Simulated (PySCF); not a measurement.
C₅H₁₂Si, SMILES C1(CCC1)([SiH3])C.

Geometry optimised at B3LYP-D3(BJ)/def2-SVP.

These are SMD-ωB97X/def2-SVP in PySCF values and carry that method's errors.

Solvation free energies are E(SMD) − E(gas) at the gas-phase geometry, for 1 M in both phases. In vacuum the dipole moment is 0.81 D.

Question: Estimate the solvation free energies in water, toluene, chloroform. (The exact figures need the calculation; the answer reports its results.)

Answer: 
```csv
solvent,ΔG(solv) (kcal/mol),its non-electrostatic (CDS) part,dipole (D)
water,2.6,3.7,1.08
toluene,-3.1,-2.6,0.93
chloroform,-3.4,-2.6,1.00
```
